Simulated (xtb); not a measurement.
H3AlO3, charge -1, doublet, at a GFN2-xTB geometry (such geometries of metal compounds can be far from the true shape) (a state made from the parent by changing its charge; the spin is typed, not shown lowest); GFN0-xTB (xtb 6.7.1).

Here is a job for xtb.
```
$ xtb mol.xyz --gfn 0 --chrg -1 --uhf 1 --grad --json

# file mol.xyz
7

Al     0.00000000     0.00000000    -0.00000000
O     -1.32813620    -1.13102725    -0.12535113
H     -2.05405656    -1.74921362    -0.19386438
O     -0.05426324     1.51302187    -0.87561501
H     -0.08392194     2.33999532    -1.35420053
O      1.38239944    -0.38199462     1.00096613
H      2.13797850    -0.59078169     1.54806491
```

Output, abridged:

```
   ID    Z sym.   atoms
    1   13 Al     1
    2    8 O      2, 4, 6
    3    1 H      3, 5, 7

           -------------------------------------------------
          |                Calculation Setup                |
           -------------------------------------------------

           -------------------------------------------------
          |                 G F N 0 - x T B                 |
           -------------------------------------------------

          ...................................................
          :                      SETUP                      :
          :.................................................:
          :  # basis functions                  28          :
          :  # atomic orbitals                  27          :
          :  # shells                           15          :
          :  # electrons                        25          :
          :  electronic temp.          300.0000000     K    :
          :  accuracy                    1.0000000          :
          :  -> integral cutoff          0.2500000E+02      :
          :  -> integral neglect         0.1000000E-07      :
          ...................................................

         :::::::::::::::::::::::::::::::::::::::::::::::::::::
         ::                     SUMMARY                     ::
         :::::::::::::::::::::::::::::::::::::::::::::::::::::
         :: total energy             -14.085016455913 Eh    ::
         :: gradient norm              0.026286521119 Eh/a0 ::
         :: HOMO-LUMO gap              2.566345879425 eV    ::
         ::.................................................::
         :: H0 energy                -12.868073960796 Eh    ::
         :: repulsion energy           0.075050717448 Eh    ::
         :: electrostat energy        -1.290633905208 Eh    ::
         :: -> Gsolv                   0.000000000000 Eh    ::
         ::    -> Gsasa                0.000000000000 Eh    ::
         ::    -> Gshift               0.000000000000 Eh    ::
         :: dispersion energy         -0.001359307356 Eh    ::
         :: short-range corr.          0.000000000000 Eh    ::
         :: add. restraining           0.000000000000 Eh    ::
         :: total charge              -1.000000000000 e     ::
         :::::::::::::::::::::::::::::::::::::::::::::::::::::

           -------------------------------------------------
          |                Property Printout                |
           -------------------------------------------------

    * Orbital Energies and Occupations

         #    Occupation            Energy/Eh            Energy/eV
      -------------------------------------------------------------
         1        2.0000           -0.6916205             -18.8200
         2        2.0000           -0.6916205             -18.8200
         3        2.0000           -0.6834921             -18.5988
         4        2.0000           -0.5583732             -15.1941
         5        2.0000           -0.5253919             -14.2966
         6        2.0000           -0.5253919             -14.2966
         7        2.0000           -0.4478941             -12.1878
         8        2.0000           -0.4403011             -11.9812
         9        2.0000           -0.4403011             -11.9812
        10        2.0000           -0.4335879             -11.7985
        11        2.0000           -0.4335879             -11.7985
        12        2.0000           -0.4284675             -11.6592
        13        1.0000           -0.2680149              -7.2931 (HOMO)
        14                         -0.1737034              -4.7267 (LUMO)
        15                         -0.1737034              -4.7267
        16                         -0.1622376              -4.4147
        17                         -0.1224681              -3.3325
        18                         -0.0602676              -1.6400
        19                         -0.0602676              -1.6400
        20                         -0.0366348              -0.9969
        21                         -0.0366348              -0.9969
        22                          0.0799840               2.1765
        23                          0.2002376               5.4487
        24                          0.2002376               5.4487
       ...                                ...                  ...
        27                          0.8544482              23.2507
      -------------------------------------------------------------
                  HL-Gap            0.0943115 Eh            2.5663 eV
             Fermi-level            0.0000000 Eh            0.0000 eV

     #   Z          covCN         q      C6AA      α(0)
     1  13 Al       2.200     0.495   170.344    28.018
     2   8 O        1.539    -0.730    28.404     7.203
     3   1 H        0.806     0.232     0.967     1.544
     4   8 O        1.539    -0.730    28.404     7.203
     5   1 H        0.806     0.232     0.967     1.544
     6   8 O        1.539    -0.730    28.404     7.203
     7   1 H        0.806     0.232     0.967     1.544

 Mol. C6AA /au·bohr⁶  :        979.469851
 Mol. C8AA /au·bohr⁸  :      42185.966144
 Mol. α(0) /au        :         54.259423

Wiberg/Mayer (AO) data.
largest (>0.10) Wiberg bond orders for each atom

 ---------------------------------------------------------------------------
     #   Z sym  total        # sym  WBO       # sym  WBO       # sym  WBO
 ---------------------------------------------------------------------------
     1  13 Al   2.741 --     6 O    0.911     2 O    0.911     4 O    0.911
     2   8 O    1.932 --     3 H    0.976     1 Al   0.911
     3   1 H    0.984 --     2 O    0.976
     4   8 O    1.932 --     5 H    0.976     1 Al   0.911
     5   1 H    0.984 --     4 O    0.976
     6   8 O    1.932 --     7 H    0.976     1 Al   0.911
     7   1 H    0.984 --     6 O    0.976
 ---------------------------------------------------------------------------

Topologies differ in total number of bonds
Writing topology from bond orders to xtbtopo.mol

 dipole moment from electron density (au)
     X       Y       Z
   0.0000  -0.0000   0.0000  total (Debye):    0.000

           -------------------------------------------------
          | TOTAL ENERGY              -14.085016455913 Eh   |
          | GRADIENT NORM               0.026286521119 Eh/α |
          | HOMO-LUMO GAP               2.566345879425 eV   |
           -------------------------------------------------

normal termination of xtb
```
